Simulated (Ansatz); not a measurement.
Relaxation of CH$_{4}$BNS (8 atoms, charge 0, multiplicity 1), to a largest force component of 0.015 eV/Å in at most 40 steps.

All numbers below come from RKS PBE-D4/def2-SVP in Ansatz.

```xyz
8
Properties=species:S:1:pos:R:3:forces:R:3
N -0.215 1.589 -0.058 2.48 0.42 -0.68
B 0.047 0.173 -0.360 -1.28 -1.68 0.69
C 0.553 -1.160 0.247 5.50 1.92 3.15
S -0.572 -1.608 -0.863 -3.94 0.93 -4.26
H 0.518 2.175 -0.638 -1.93 -0.93 0.94
H 0.081 1.798 0.951 -0.20 -0.48 -1.32
H 1.636 -1.431 -0.067 -0.89 0.21 0.98
H 0.340 -1.293 1.316 0.26 -0.40 0.50
```

Where does it end, and by what steps?

The run converged. After 10 steps the energy has fallen by 2.168 eV; H5 moved furthest, 0.89 Å.

| step | energy less start (eV) | largest force component (eV/Å) | accepted |
| --- | --- | --- | --- |
| 0 | 0.0000 | 5.504 | yes |
| 1 | -1.0818 | 2.595 | yes |
| 2 | -1.6829 | 1.103 | yes |
| 3 | -1.9154 | 0.935 | yes |
| 4 | -2.0879 | 0.584 | yes |
| 5 | -2.1467 | 0.855 | yes |
| 6 | -2.1646 | 0.249 | yes |
| 7 | -2.1651 | 0.273 | yes |
| 8 | -2.1672 | 0.057 | yes |
| 9 | -2.1676 | 0.018 | yes |
| 10 | -2.1676 | 0.002 | yes |

```xyz
8
Properties=species:S:1:pos:R:3
N 0.107 1.536 -0.053
B 0.131 0.150 -0.175
C 0.615 -1.192 0.408
S -0.426 -1.215 -1.182
H -0.373 2.144 -0.716
H 0.570 2.029 0.710
H 1.652 -1.546 0.263
H 0.113 -1.663 1.273
```

The run took 30 s on 1 thread of Arm Neoverse V1 (shared host), peak memory 0.25 GiB.
